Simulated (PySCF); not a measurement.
## Mayer bond orders and bond lengths

C₅H₇N₃.
Atom-mapped SMILES: `[CH2:1]=[CH:2][c:3]1[n:4][n:5][c:6]([CH3:7])[nH:8]1` (hydrogens: H9, H10 on C1; H11 on C2; H12, H13, H14 on C7; H15 on N8)

Cartesian coordinates in Å at the GFN2-xTB level; atoms count from 1:
```xyz
15
C5H7N3 angstrom
C     -3.1358   -0.0951   -0.5285
C     -2.0781   -0.3060    0.2454
C     -0.7324   -0.0034   -0.1699
N     -0.3480    0.5019   -1.3141
N      0.9842    0.6272   -1.2972
C      1.4278    0.2020   -0.1479
C      2.8395    0.1617    0.2935
N      0.3747   -0.2147    0.6176
H     -4.1333   -0.3285   -0.2001
H     -3.0118    0.3191   -1.5134
H     -2.1784   -0.7224    1.2400
H      3.4654    0.5458   -0.5056
H      3.1394   -0.8603    0.5238
H      2.9794    0.7735    1.1844
H      0.4030   -0.5927    1.5500
```

Bond orders from the PBE0/pcSseg-1 density (PySCF). One conformer (not necessarily the lowest) at the GFN2-xTB geometry, without solvent, vibrations or thermal averaging.

(1) How far do the computed orders between heavy atoms stray from the drawn ones?

(2) Give the Mayer order of every bond, beside its length.

## Answers

(1) The largest departure is 0.441, at N8–C3 (drawn aromatic, 1.059), counting aromatic bonds as 1.5. The bonds drawn aromatic range from 1.06 to 1.62.

(2) 
```csv
bond,drawn as,length (Å),Mayer order
C1–C2,double,1.328,1.945
C2–C3,single,1.440,1.068
C3–N4,aromatic,1.309,1.605
N4–N5,aromatic,1.338,1.226
N5–C6,aromatic,1.303,1.618
C6–C7,single,1.480,1.064
C6–N8,aromatic,1.367,1.122
N8–C3,aromatic,1.375,1.059
C1–H9,single,1.076,0.945
C1–H10,single,1.076,0.940
C2–H11,single,1.083,0.949
C7–H12,single,1.085,0.945
C7–H13,single,1.090,0.944
C7–H14,single,1.090,0.944
N8–H15,single,1.007,0.926
```

By pair of heavy elements: C–C: lowest C6–C7 (1.064, 1.480 Å), highest C1–C2 (1.945, 1.328 Å). C–N: lowest N8–C3 (1.059, 1.375 Å), highest N5–C6 (1.618, 1.303 Å).

Problem. Sum the orders of all bonds at each heavy atom with more than one neighbour and set the sums beside the valence in the SMILES.

Solution. C1 3.830 (drawn 4), C2 3.962 (drawn 4), C3 3.732 (drawn 4), N4 2.831 (drawn 3), N5 2.844 (drawn 3), C6 3.804 (drawn 4), C7 3.897 (drawn 4), N8 3.107 (drawn 3). Orders between atoms that aren't bonded are not in these sums.

For a closed shell the Mayer order of atoms A and B is Σ (PS)μν (PS)νμ over the basis functions μ on A and ν on B, with P the density and S the overlap matrix.
